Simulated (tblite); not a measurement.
Compound: C6H10N2Si.
Z-matrix (Å and degrees, GFN2-xTB geometry), rows numbered from 1:
```
Si
C   1  1.8678
C   2  1.3883  1  129.02
C   3  1.3941  2  105.52  1  -178.87
N   4  1.3221  3  110.56  2    -0.07
N   5  1.3262  4  106.13  3    -0.05
C   6  1.4190  2  127.06  1    -0.29
C   7  1.5025  6  118.76  2   136.10
C   8  1.4979  7   59.97  6   108.28
H   1  1.4672  2  109.40  3   118.88
H   1  1.4679  2  109.66  3  -121.61
H   1  1.4600  2  107.94  3    -1.39
H   3  1.0711  2  126.59  1     1.15
H   4  1.0723  3  129.24  2   179.91
H   7  1.0821  6  112.03  2    -9.00
H   8  1.0788  7  116.69  9  -107.54
H   8  1.0790  7  118.33  9   109.17
H   9  1.0786  7  116.34  8   107.63
H   9  1.0790  7  118.33  8  -109.21
```

Computed with GFN2-xTB (tblite): harmonic, unscaled wavenumbers at the GFN2-xTB geometry, gas phase. This tight-binding method is rough: wavenumbers can miss measured ones by several per cent, in bad cases by 10 to 20. Modes of hydrogen on silicon can be 10 to 20 % off. One conformer, not necessarily the lowest.

Harmonic wavenumbers (cm⁻¹): 29.0, 109.4, 132.5, 139.8, 175.8, 216.7, 404.5, 418.5, 468.6, 533.2, 557.5, 621.4, 638.3, 674.4, 782.3, 793.5, 796.3, 799.1, 811.1, 845.1, 851.2, 906.2, 967.3, 973.2, 1028.9, 1055.3, 1067.8, 1074.7, 1078.2, 1095.6, 1150.9, 1162.1, 1240.5, 1312.2, 1336.5, 1354.2, 1401.6, 1410.1, 1446.0, 1474.7, 1503.1, 2225.1, 2235.0, 2297.0, 3059.6, 3093.4, 3094.1, 3110.7, 3127.0, 3162.8, 3175.8.

A = 2004, B = 1214, C = 811.1 MHz; mass 138.061 u (most abundant isotopes); point group C1, symmetry number 1.

Question: Zero-point energy?

Answer: Half the sum of the wavenumbers: 31709 cm⁻¹ = 379.33 kJ/mol.

Question: Entropy at 273.15 K, 1 bar (ideal gas, RRHO, classical rotation)?

Answer: Translation 168.49, rotation 122.24, vibration 100.63: S = 391.4 J/(mol K).

Question: And Cp and H(273.15 K) − H(0)?

Answer: Cp = 145.92 J/(mol K), of which vibrations give 112.66 (their classical limit is 51 R = 424.0); H(273.15 K) − H(0) = 23.60 kJ/mol without the zero-point energy, 14.51 from vibrations.

Question: Blend soft modes into free rotors: weight 1/[1 + (100 cm⁻¹/ν̃)⁴] for the oscillator and the rest for a rotor with moment μB/(μ + B), μ = h/(8π²ν), B = 10⁻⁴⁴ kg m². What vibrational entropy results?

Answer: 92.35 J/(mol K) in place of 100.63, which changes −T·S at 273.15 K by +2.26 kJ/mol.

Question: What must be added to the electronic energy to get the Gibbs energy at 273.15 K and 1 bar?

Answer: ZPE + [H(273.15 K) − H(0)] − T·S = 379.33 + 23.60 − 106.90 = 296.03 kJ/mol.

Question: How do the functions run with temperature in this model?

Answer: 
```json
{"T (K)": "50", "S (J/(mol K))": "248.0", "Cp (J/(mol K))": "52.3", "H − H(0) (kJ/mol)": "2.07", "G − H(0) (kJ/mol)": "-10.33", "ln q(vib)": "0.66"}
{"T (K)": "100", "S (J/(mol K))": "290.8", "Cp (J/(mol K))": "72.1", "H − H(0) (kJ/mol)": "5.22", "G − H(0) (kJ/mol)": "-23.86", "ln q(vib)": "1.75"}
{"T (K)": "298.15", "S (J/(mol K))": "404.7", "Cp (J/(mol K))": "158.4", "H − H(0) (kJ/mol)": "27.40", "G − H(0) (kJ/mol)": "-93.26", "ln q(vib)": "6.30"}
{"T (K)": "373.15", "S (J/(mol K))": "444.1", "Cp (J/(mol K))": "194.1", "H − H(0) (kJ/mol)": "40.64", "G − H(0) (kJ/mol)": "-125.09", "ln q(vib)": "8.10"}
{"T (K)": "500", "S (J/(mol K))": "508.3", "Cp (J/(mol K))": "244.7", "H − H(0) (kJ/mol)": "68.61", "G − H(0) (kJ/mol)": "-185.54", "ln q(vib)": "11.25"}
{"T (K)": "750", "S (J/(mol K))": "621.4", "Cp (J/(mol K))": "311.7", "H − H(0) (kJ/mol)": "138.90", "G − H(0) (kJ/mol)": "-327.14", "ln q(vib)": "17.45"}
{"T (K)": "1000", "S (J/(mol K))": "717.1", "Cp (J/(mol K))": "352.8", "H − H(0) (kJ/mol)": "222.34", "G − H(0) (kJ/mol)": "-494.78", "ln q(vib)": "23.35"}
```

q(vib) and H(0) count from the zero-point level.

Question: Which modes carry the vibrational entropy at 273.15 K?

Answer: 29.0 cm⁻¹: 23.94; 109.4 cm⁻¹: 13.01; 132.5 cm⁻¹: 11.47; 139.8 cm⁻¹: 11.04; 175.8 cm⁻¹: 9.24; 216.7 cm⁻¹: 7.65 J/(mol K); the other 45 give 24.26 together.

Hindered rotation and anharmonicity are outside this model. Other conformers, if any are populated, would add a mixing term that is left out.
